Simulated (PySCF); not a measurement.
Delta-SCF ions had no search for a lower state. Excitations are Tamm–Dancoff values on a coarser integration grid. The basis has no diffuse functions, so Rydberg states are missing or too high.

Cartesian coordinates (Å):
SMILES: [CH3][GeH2][GeH2][GeH2][GeH2][CH3]
```xyz
20

C     -3.6013    -0.5371    -0.6848
Ge    -2.9402     0.7351     0.6492
Ge    -0.5200     0.8933     0.6195
Ge     0.3196     2.5182     2.2129
Ge     2.7432     2.5131     2.3141
C      3.4283     3.8945     3.5212
H     -4.6991    -0.5935    -0.6471
H     -3.2987    -0.2216    -1.6935
H     -3.1899    -1.5383    -0.4927
H     -3.3893     0.2973     2.0602
H     -3.5347     2.1344     0.3795
H      0.0955    -0.4872     0.9397
H     -0.0348     1.2871    -0.7934
H     -0.2641     2.2052     3.6085
H     -0.1907     3.9201     1.8123
H      3.2126     1.1206     2.7884
H      3.2997     2.7373     0.8912
H      4.5273     3.8643     3.5493
H      3.0450     3.7357     4.5392
H      3.1115     4.8898     3.1785
```
Charge 0, spin multiplicity 1.

### Question
Estimate the S1 excitation (TDA), S1–T1 gap (TDA), vertical ionisation energy (Delta-SCF), brightest of the four lowest singlets (TDA), HOMO, LUMO, T1 excitation (TDA) and S1 oscillator strength that TPSSh-D3(BJ)/def2-TZVP // PBE0-D3(BJ)/def2-SVP in PySCF returns for this input.

### Answer

| Property | Value |
|---|---|
| S1 excitation (TDA) | 6.20 eV |
| S1–T1 gap (TDA) | 0.94 eV |
| vertical ionisation energy (Delta-SCF) | 8.51 eV |
| brightest of the four lowest singlets (TDA) | 6.20 eV |
| HOMO | -6.64 eV |
| LUMO | -0.49 eV |
| T1 excitation (TDA) | 5.26 eV |
| S1 oscillator strength | 0.998 |
